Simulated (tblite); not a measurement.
Parent: `[F:1][CH2:2]/[C:3]([F:4])=[C:5]1/[CH:6]=[CH:7][CH2:8][O:9]1` with F1–C2–C3–F4 -93°, C6H6F2O.

Structures optimised with GFN2-xTB, isolated species. One conformer each, not checked by frequencies here.

| coordinate of the parent | value |
| --- | --- |
| F1–C2 | 1.383 Å |
| C2–C3 | 1.490 Å |
| C3–F4 | 1.362 Å |
| C3=C5 | 1.342 Å |
| C5–C6 | 1.453 Å |
| C6=C7 | 1.332 Å |
| C7–C8 | 1.494 Å |
| C8–O9 | 1.421 Å |
| C5–O9 | 1.364 Å |
| F1–C2–C3 | 111.7° |
| C2–C3–F4 | 115.4° |
| C2–C3–C5 | 126.3° |
| F4–C3–C5 | 118.2° |
| C3–C5–C6 | 128.5° |
| C3–C5–O9 | 122.0° |
| C6–C5–O9 | 109.5° |
| C5–C6–C7 | 107.8° |
| C6–C7–C8 | 108.9° |
| C7–C8–O9 | 105.2° |
| C5–O9–C8 | 108.6° |

Question: How does the shared frame change in `[F:1][CH2:2]/[C:3]([F:4])=[C:5]1\[CH:6]=[C:7]([F:8])[CH2:9][O:10]1` with F1–C2–C3–F4 -135°, C6H5F3O? Atoms pair as F1 = F1, C2 = C2, C3 = C3, F4 = F4, C5 = C5, C6 = C6, C7 = C7, C8 = C9, O9 = O10 (parent first).

Answer: 
| parent | relative | value in the relative | change |
| --- | --- | --- | --- |
| F1–C2 | F1–C2 | 1.375 Å | -0.008 |
| C2–C3 | C2–C3 | 1.497 Å | +0.007 |
| C3–F4 | C3–F4 | 1.356 Å | -0.006 |
| C3=C5 | C3=C5 | 1.341 Å | -0.001 |
| C5–C6 | C5–C6 | 1.451 Å | -0.002 |
| C6=C7 | C6=C7 | 1.332 Å | 0.000 |
| C7–C8 | C7–C9 | 1.497 Å | +0.003 |
| C8–O9 | C9–O10 | 1.413 Å | -0.008 |
| C5–O9 | C5–O10 | 1.371 Å | +0.007 |
| F1–C2–C3 | F1–C2–C3 | 111.4° | -0.3 |
| C2–C3–F4 | C2–C3–F4 | 113.5° | -1.9 |
| C2–C3–C5 | C2–C3–C5 | 126.3° | 0.0 |
| F4–C3–C5 | F4–C3–C5 | 120.2° | +2.0 |
| C3–C5–C6 | C3–C5–C6 | 127.1° | -1.4 |
| C3–C5–O9 | C3–C5–O10 | 123.0° | +1.0 |
| C6–C5–O9 | C6–C5–O10 | 109.8° | +0.3 |
| C5–C6–C7 | C5–C6–C7 | 106.2° | -1.6 |
| C6–C7–C8 | C6–C7–C9 | 110.9° | +2.0 |
| C7–C8–O9 | C7–C9–O10 | 103.7° | -1.5 |
| C5–O9–C8 | C5–O10–C9 | 109.4° | +0.8 |

Of the parent's bonds, F1–C2, C2–C3, C8–O9 and C5–O9 change most and about equally (-0.008 to +0.007 Å). Bonds of the relative outside the shared frame: C7–F8 1.329 Å. Point group C1 → C1.

Question: How does the shared frame change in `[F:1][CH2:2]/[C:3]([Cl:4])=[C:5]1\[CH:6]=[CH:7][CH2:8][O:9]1` with F1–C2–C3–Cl4 128°, C6H6ClFO? Atoms pair as F1 = F1, C2 = C2, C3 = C3, C5 = C5, C6 = C6, C7 = C7, C8 = C8, O9 = O9 (parent first).

Answer: 
| parent | relative | value in the relative | change |
| --- | --- | --- | --- |
| F1–C2 | F1–C2 | 1.379 Å | -0.004 |
| C2–C3 | C2–C3 | 1.497 Å | +0.007 |
| C3=C5 | C3=C5 | 1.343 Å | +0.001 |
| C5–C6 | C5–C6 | 1.453 Å | 0.000 |
| C6=C7 | C6=C7 | 1.332 Å | 0.000 |
| C7–C8 | C7–C8 | 1.494 Å | 0.000 |
| C8–O9 | C8–O9 | 1.418 Å | -0.003 |
| C5–O9 | C5–O9 | 1.362 Å | -0.002 |
| F1–C2–C3 | F1–C2–C3 | 111.3° | -0.4 |
| C2–C3–C5 | C2–C3–C5 | 124.1° | -2.2 |
| C3–C5–C6 | C3–C5–C6 | 127.7° | -0.8 |
| C3–C5–O9 | C3–C5–O9 | 123.0° | +1.0 |
| C6–C5–O9 | C6–C5–O9 | 109.3° | -0.2 |
| C5–C6–C7 | C5–C6–C7 | 107.8° | 0.0 |
| C6–C7–C8 | C6–C7–C8 | 108.9° | 0.0 |
| C7–C8–O9 | C7–C8–O9 | 105.1° | -0.1 |
| C5–O9–C8 | C5–O9–C8 | 108.9° | +0.3 |

Of the parent's bonds, C2–C3 changes most (+0.007 Å). Bonds of the relative outside the shared frame: C3–Cl4 1.731 Å. Point group C1 → C1.

These are computed values.
